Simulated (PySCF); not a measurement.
Frontier orbitals and the lowest excitations

Compound: C5H8P2Si.
Numbering: `[CH3:1][c:2]1[cH:3][p:4][c:5]([SiH3:6])[cH:7][p:8]1` (hydrogens: H9, H10, H11 on C1; H12 on C3; H13, H14, H15 on Si6; H16 on C7)

The calculation used TDDFT wB97X-D/def2-SVPD, vertical, gas phase, core orbitals frozen in the response (PySCF). Isolated species at its GFN2-xTB geometry, gas phase. GFN2-xTB frequencies show an imaginary mode (27i cm⁻¹), so this geometry is no minimum at that level.

Kohn–Sham orbitals with the atoms that hold most of them (Löwdin shares over 4%, at most four atoms; ? is withheld):

```
orbital  ε (eV)                           atoms
 LUMO+2    2.03   Si6 36%, C7 10%, P4 8%, C5 6%
 LUMO+1    0.14  C7 19%, C5 18%, C2 17%, C3 15%
   LUMO   -0.79                               ?
   HOMO   -8.58  P8 26%, P4 23%, C5 13%, C2 12%
 HOMO-1   -9.69                               ?
 HOMO-2   -9.76  C3 23%, C7 19%, C2 16%, C5 16%
 HOMO-3   -9.84   P4 39%, P8 22%, C5 12%, C7 8%
```

Question: Which atoms hold the LUMO, and with what shares?

Answer: P4 (bonded to 2 C) 29%; P8 (bonded to 2 C) 26%; C5 (bonded to C, P and Si) 10%; C3 (bonded to C, P and H) 10%. By element: phosphorus 56%, carbon 21% or more.

Question: Which atoms hold the HOMO-1, and with what shares?

Answer: P8 (bonded to 2 C) 33%; P4 (bonded to 2 C) 24%; C5 (bonded to C, P and Si) 10%; C2 (bonded to 2 C and P) 9%. By element: phosphorus 57%, carbon 19% or more.

Question: How does S1 compare with the orbital gap of 7.79 eV?

Answer: S1 is at 4.21 eV (f = 0.048), 3.58 eV below the gap, made of HOMO→LUMO+1 (40%), HOMO→LUMO (29%), HOMO-2→LUMO (27%). Its leading pair isn't HOMO and LUMO; the energies of that pair differ by 8.72 eV. 

Question: Give energy, strength and leading configuration of S3 and S6, and follow the Löwdin shares of the leading atoms from the occupied to the empty orbital.

Answer: 
- S3 (4.50 eV, f 0.022), HOMO-1→LUMO (84%): P8 33% → 26%, P4 24% → 29%
- S6 (5.19 eV, f 0.0016), HOMO-1→LUMO+1 (96%): P8 33% → at most 15%, P4 24% → at most 15%, C7 at most 9% → 19%, C5 10% → 18%

Löwdin shares depend on the basis, the more so with diffuse functions.

The run took about 2.2 min of CPU time (one thread, shared machine).
